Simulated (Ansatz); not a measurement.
bismuth atom (Bi), quartet (core potentials on Bi); B3LYP/def2-SVP (Ansatz, a first-principles code).

Ansatz was given this input:
Ansatz 0.2 input:
```yaml
crystal:
  periodic: [false, false, false]
  atoms:
    - {symbol: Bi, position_ang: [0.00000000, 0.00000000, 0.00000000]}
basis:
  gaussian:
    orbitals: def2-SVP
    nuclear_model: gaussian
hamiltonian:
  xc: b3lyp
magnetization: {spin_polarized: true, initial_magnetization: 3}
```

What the program printed (banner, timings and long lists left out):

```
Functional definition: B3LYP
142 factors; integrals over basis functions are off by at most 1.4e-4 eV
mean field evaluation 1: about -5841.6945 eV, gradient 2.3e0 eV
mean field evaluation 2: about -5841.7255 eV, gradient 1.6e0 eV
mean field evaluation 4: about -5841.7362 eV, gradient 6.1e-2 eV
mean field evaluation 8: about -5841.7364 eV, gradient 1.7e-4 eV
mean field -5841.73637546 eV, -214.6798521271 hartree, gradient 5.5e-6 eV, S^2 3.751147; 0 other end points of the search recorded, 0 dependent functions left out
reference -5841.73650896 eV, -214.6798570331 hartree; 13, 10 occupied and 13, 16 virtual orbitals, 142 factors
Total energy: -5841.73650896 eV, -214.6798570331 hartree
```
